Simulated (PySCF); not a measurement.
Simulation results for CH4GeNO

Calculation on a computer-drawn molecule: optimised geometry and harmonic frequencies of an isolated molecule of the commonest isotopes, restricted reference for singlets and unrestricted otherwise, frozen core in MP2; on germanium a core potential holds 10 electrons, which the energies leave out, and 3d is frozen in MP2 and coupled-cluster steps. Program: PySCF 2.14.0.

Entry: CH4GeNO

Start structure:
```xyz
8
CH4GeNO
C      0.4577     0.7596     2.3649
N      0.4267    -0.3098     1.8105
Ge     1.0058    -0.6090    -0.2329
O      0.9173     0.8107    -1.0343
H      0.6182     0.8458     3.4465
H      0.3590     1.7230     1.7403
H      0.5815    -1.1128     2.2629
H      0.0093    -1.7628    -0.4511
```

* charge: 0
* multiplicity: 2
* method: HF
* basis: cc-pVDZ
* basis and core potential on germanium: cc-pVDZ-PP ECP10MDF
* spin squared: withheld
* rotational constants: withheld
* total energy: withheld

Drawn bonds:
```tsv
atom	other atom	order
1	2	1
2	3	1
3	4	2
1	5	1
1	6	1
2	7	1
3	8	1
```

Question: CH4GeNO: spin squared?
Answer: 0.7635

Question: What rotational constants does the calculation give for CH4GeNO?
Answer: 8.98, 3.121, 2.372 GHz

Question: Estimate the total energy of CH4GeNO.
Answer: -462.8424 hartree

Further results for CH4GeNO:

- convergence status largest gradient component: 3.433e-05 hartree/bohr

Optimised structure:
```xyz
8
CH4GeNO
C      0.4662     0.7359     2.2564
N      0.7243    -0.4149     1.8275
Ge     1.2230    -0.8421    -0.3368
O      0.7609     0.8851    -0.7320
H      0.2829     0.9392     3.3094
H      0.4251     1.5534     1.5444
H      0.7515    -1.1299     2.5383
H     -0.2584    -1.3819    -0.5002
```

Modes:
```tsv
frequency (cm⁻¹)	reduced mass (dalton)
118.4	2.544
201.2	6.062
226.1	7.59
332.8	2.207
348.8	1.427
611.3	9.73
680.1	1.126
729.1	1.106
1170	1.101
1198	1.12
1264	1.284
1505	1.337
1572	1.139
1875	5.615
1969	1.021
3266	1.063
3392	1.12
3742	1.078
```
